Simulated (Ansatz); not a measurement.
`F[CH2][InH2]` + CH₃OH → `C[O][InH2]` + fluoromethane at 500 K and 1 bar (ligand exchange at the In–C bond).

Program: Ansatz. Geometries: PBE0-D4/def2-TZVP. ΔE: electronic, gas phase. CBS: MP2 limit from def2 TZ/QZ plus the TZ coupled-cluster correction, frozen cores. This one scheme is used for every species. def2 core potentials past Kr. For In outer-core shells are correlated without core-valence functions, which leaves a few kJ/mol of doubt a bond.

```json
{"species": "`F[CH2][InH2]`", "CCSD(T)/CBS energy (Eh)": "-330.00580", "H − E (kJ/mol)": "139.9", "S (J/(mol·K))": "360.1"}
{"species": "CH₃OH", "CCSD(T)/CBS energy (Eh)": "-115.61712", "H − E (kJ/mol)": "157.0", "S (J/(mol·K))": "265.4"}
{"species": "`C[O][InH2]`", "CCSD(T)/CBS energy (Eh)": "-306.01914", "H − E (kJ/mol)": "175.3", "S (J/(mol·K))": "366.5"}
{"species": "`CF`", "CCSD(T)/CBS energy (Eh)": "-139.63461", "H − E (kJ/mol)": "122.2", "S (J/(mol·K))": "244.8"}
```

H − E and S are ideal-gas, rigid-rotor, harmonic terms from PBE0-D4/def2-TZVP. 1 Eh = 2625.50 kJ/mol, R = 8.31446 J/(mol·K).

Problem. By hand: ΔE, ΔH, ΔS and ΔG.

Solution. ΔE = (-306.01914) + (-139.63461) − (-330.00580) − (-115.61712) = -0.03083 Eh = -80.9 kJ/mol. Δ(H − E) = 175.3 + 122.2 − 139.9 − 157.0 = 0.6, so ΔH = -80.3 kJ/mol. ΔS = 366.5 + 244.8 − 360.1 − 265.4 = -14.2 J/(mol·K). ΔG = -80.3 − 500 × (-14.2)/1000 = -73.2 kJ/mol.

Problem. By hand: the equilibrium constant, and the temperature at which ΔG would vanish if ΔH and ΔS stayed fixed.

Solution. log₁₀ K = −ΔG/(RT ln 10) = 7.6. ΔG = 0 at ΔH/ΔS = 5655 K, far beyond where these terms or the molecules hold.

The number of gas molecules stays the same, so ΔS is small and ΔH decides. A doubt of 5 kJ/mol in ΔE shifts log₁₀ K by 0.5 here. These are equilibria of isolated gas molecules and say nothing of rates. Largest T1 diagnostic: 0.017 (customary marks: 0.02 for closed shells, 0.045 for open ones).
